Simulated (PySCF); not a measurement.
A structure optimised at B3LYP-D3(BJ)/def2-SVP, used in a PySCF frequency run:

```xyz
10

Ti     0.0320     0.0225    -0.0067
O      1.4068    -0.4674    -1.0661
H      2.2612    -0.8290    -0.8012
O      0.5304     0.4038     1.6780
H      0.5250     1.2542     2.1334
O     -0.7627     1.4681    -0.7388
H     -1.6820     1.5600    -1.0145
N     -1.1754    -1.4158     0.0805
H     -1.2574    -2.1455    -0.6250
H     -1.7200    -1.6596     0.9058
```

Question: Write its SMILES and formula.

Answer: [NH2][Ti]([OH])([OH])[OH], H₅NO₃Ti

Question: What are its rotational constants (standard atomic weights)?

Answer: 3.2394, 3.1893, 3.1269 GHz
